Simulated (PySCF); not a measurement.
SnCl₄, SMILES [Cl][Sn]([Cl])([Cl])[Cl]. Heavy atoms are numbered as in [Cl:1][Sn:2]([Cl:3])([Cl:4])[Cl:5].

Coordinates come from a B3LYP-D3(BJ)/def2-SVP optimisation. The isomer is the one that the SMILES or the coordinates give; other isomers of the formula were not compared. The def2 effective core potentials stand for the cores of Sn; spin–orbit coupling is left out.

The numbers are results of r2SCAN/def2-TZVP (PySCF), not measurements.

ESP charges are fitted to the potential on shells at 1.4 to 2.0 van der Waals radii. Atomic charges (e), one atom of each kind:

```
atom  Löwdin  Mulliken  ESP fit
----  ------  --------  -------
Cl1     0.09     -0.29    -0.05
Sn2    -0.35      1.15     0.21
```
